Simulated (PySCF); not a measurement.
B(F)(H)(OSiH3) (BFH₄OSi), SMILES FBO[SiH3]. Atoms are numbered in the order given.

```xyz
8

B     -0.5450     1.3211     0.0000
F      0.7237     1.7487     0.0000
H     -1.4335     2.1282     0.0000
O     -0.8040    -0.0028     0.0000
Si     0.1932    -1.3687     0.0000
H      1.0421    -1.3736    -1.2182
H      1.0421    -1.3736     1.2182
H     -0.7119    -2.5409     0.0000
```
Charge 0, spin multiplicity 1.

The structure is a stationary point at TPSSh-D3(BJ)/def2-SVP. Other conformers were not sampled.

Level of theory: HF/def2-TZVPD (PySCF).

Symmetry labels are those of the subgroup Cs that the program uses (full group Cs).

Computed valence orbital energies around the gap with their symmetry:
```
orbital  symmetry  energy (eV)
-------  --------  -----------
HOMO−7         A'       -19.31
HOMO−6         A"       -18.49
HOMO−5         A'       -17.71
HOMO−4         A'       -15.78
HOMO−3         A"       -15.64
HOMO−2         A'       -14.22
HOMO−1         A'       -13.11
HOMO           A"       -13.05
LUMO           A'         1.44
LUMO+1         A'         1.74
LUMO+2         A'         2.51
LUMO+3         A"         2.51
```
